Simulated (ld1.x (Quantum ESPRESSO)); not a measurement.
## Reading a pseudo-wave (palladium)

Columns: radius, all-electron u(r) and pseudo u(r) of the 4d shell (level -14.62 eV) of palladium in the configuration [Ar] 3d10 4s2 4p6 4d9 5s0 5p0; PBEsol, scalar-relativistic, TM scheme, ld1.x (Quantum ESPRESSO) 7.5.

| r (bohr) | all-electron | pseudo |
| --- | --- | --- |
| 0.075 | 0.1181 | -0.0018 |
| 0.150 | 0.3441 | -0.0140 |
| 0.225 | 0.4355 | -0.0452 |
| 0.300 | 0.3676 | -0.1004 |
| 0.375 | 0.1996 | -0.1800 |
| 0.450 | -0.0089 | -0.2800 |
| 0.525 | -0.2176 | -0.3926 |
| 0.600 | -0.4042 | -0.5080 |
| 0.675 | -0.5588 | -0.6164 |
| 0.750 | -0.6790 | -0.7096 |
| 0.825 | -0.7664 | -0.7829 |
| 0.900 | -0.8250 | -0.8345 |
| 0.975 | -0.8596 | -0.8654 |
| 1.050 | -0.8750 | -0.8785 |
| 1.125 | -0.8755 | -0.8774 |
| 1.200 | -0.8648 | -0.8656 |
| 1.275 | -0.8458 | -0.8461 |
| 1.350 | -0.8210 | -0.8210 |
| 1.425 | -0.7921 | -0.7921 |
| 1.500 | -0.7607 | -0.7607 |
| 1.575 | -0.7278 | -0.7278 |
| 1.650 | -0.6942 | -0.6942 |
| 1.725 | -0.6605 | -0.6605 |
| 1.800 | -0.6271 | -0.6271 |
| 1.875 | -0.5945 | -0.5945 |
| 1.950 | -0.5627 | -0.5627 |

(1) How many radial nodes do the two functions have?

(2) At about which radius was the pseudo-wave matched?

(3) Is the pseudo-wave norm-conserving?

Answers

(1) The all-electron 4d function has n − l − 1 = 1; the pseudo-wave has 0, since the states of the same l below it are removed with the core.

(2) 1.50 bohr. The columns agree to 0.0005 from 1.27 bohr on; several derivatives are matched, so the curves merge somewhat inside the radius.

(3) Yes: the TM scheme keeps the norm inside the radius equal to the all-electron one, which fixes the energy derivative of the logarithmic derivative at the level.
